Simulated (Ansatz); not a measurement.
`BSB` + `OB1CO1` → `BOB1CO1` + `BS` at 700 K and 1 bar (ligand exchange at a B–S bond).

Computed with Ansatz on PBE0-D4/def2-TZVP structures; ΔE is electronic, products minus reactants. CCSD(T)/CBS is the MP2 limit (def2-TZVPP, def2-QZVPP) plus CCSD(T) − MP2 in def2-TZVPP, frozen cores. This one scheme is used for every species. Each species was taken in one conformer, which may not be the lowest.

```csv
species,CCSD(T)/CBS energy (Eh),H − E (kJ/mol),S (J/(mol·K))
`BSB`,-449.77944,166.1,351.1
`OB1CO1`,-215.03899,177.9,344.7
`BOB1CO1`,-240.45540,223.0,418.0
`BS`,-424.38198,115.9,297.3
```

H − E and S are ideal-gas, rigid-rotor, harmonic terms from PBE0-D4/def2-TZVP, for one conformer and one mirror image of each species. 1 Eh = 2625.50 kJ/mol, R = 8.31446 J/(mol·K).

Q: By hand: ΔE, ΔH, ΔS and ΔG.

A: ΔE = (-240.45540) + (-424.38198) − (-449.77944) − (-215.03899) = -0.01895 Eh = -49.8 kJ/mol. Δ(H − E) = 223.0 + 115.9 − 166.1 − 177.9 = -5.1, so ΔH = -54.9 kJ/mol. ΔS = 418.0 + 297.3 − 351.1 − 344.7 = 19.5 J/(mol·K). ΔG = -54.9 − 700 × (19.5)/1000 = -68.5 kJ/mol.

Q: By hand: the equilibrium constant, and the temperature at which ΔG would vanish if ΔH and ΔS stayed fixed.

A: log₁₀ K = −ΔG/(RT ln 10) = 5.1. ΔH and −TΔS have one sign here, so there is no such temperature.

ΔH outweighs TΔS. A doubt of 5 kJ/mol in ΔE shifts log₁₀ K by 0.4 here. Other conformers and mirror images would add mixing entropy, several J/(mol·K) or more a flexible species. Modes under 60 cm⁻¹, often nearly free rotors, make the harmonic entropy too high. These are equilibria of isolated gas molecules and say nothing of rates. Largest T1 diagnostic: 0.015 (customary marks: 0.02 for closed shells, 0.045 for open ones).
